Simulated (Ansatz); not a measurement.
`N#[C][AlH][OH]` + `c1cc[nH]c1` → `N#Cc1ccc[nH]1` + `[OH][AlH2]` at 700 K and 1 bar (formal exchange of groups at a C–Al bond).

Program: Ansatz. Geometries: PBE0-D4/def2-TZVP. ΔE: electronic, gas phase. CBS: MP2 limit from def2 TZ/QZ plus the TZ coupled-cluster correction, frozen cores. This one scheme is used for every species. Each species was taken in one conformer, which may not be the lowest.

| species | CCSD(T)/CBS energy (Eh) | H − E (kJ/mol) | S (J/(mol·K)) |
| --- | --- | --- | --- |
| `N#[C][AlH][OH]` | -411.19791 | 130.7 | 386.8 |
| `c1cc[nH]c1` | -209.90399 | 275.8 | 361.0 |
| `N#Cc1ccc[nH]1` | -302.04267 | 287.8 | 427.8 |
| `[OH][AlH2]` | -319.03157 | 111.2 | 312.7 |

H − E and S are ideal-gas, rigid-rotor, harmonic terms from PBE0-D4/def2-TZVP, for one conformer and one mirror image of each species. 1 Eh = 2625.50 kJ/mol, R = 8.31446 J/(mol·K).

Problem. By hand: ΔE, ΔH, ΔS and ΔG.

Solution. ΔE = (-302.04267) + (-319.03157) − (-411.19791) − (-209.90399) = 0.02766 Eh = 72.6 kJ/mol. Δ(H − E) = 287.8 + 111.2 − 130.7 − 275.8 = -7.5, so ΔH = 65.1 kJ/mol. ΔS = 427.8 + 312.7 − 386.8 − 361.0 = -7.3 J/(mol·K). ΔG = 65.1 − 700 × (-7.3)/1000 = 70.2 kJ/mol.

Problem. By hand: the equilibrium constant, and the temperature at which ΔG would vanish if ΔH and ΔS stayed fixed.

Solution. log₁₀ K = −ΔG/(RT ln 10) = -5.2. ΔH and −TΔS have one sign here, so there is no such temperature.

The number of gas molecules stays the same, so ΔS is small and ΔH decides. A doubt of 5 kJ/mol in ΔE shifts log₁₀ K by 0.4 here. Other conformers and mirror images would add mixing entropy, several J/(mol·K) or more a flexible species. These are equilibria of isolated gas molecules and say nothing of rates. Largest T1 diagnostic: 0.014 (customary marks: 0.02 for closed shells, 0.045 for open ones).

ΔS is within the doubt of such terms, so its sign, and with it that verdict, could turn.
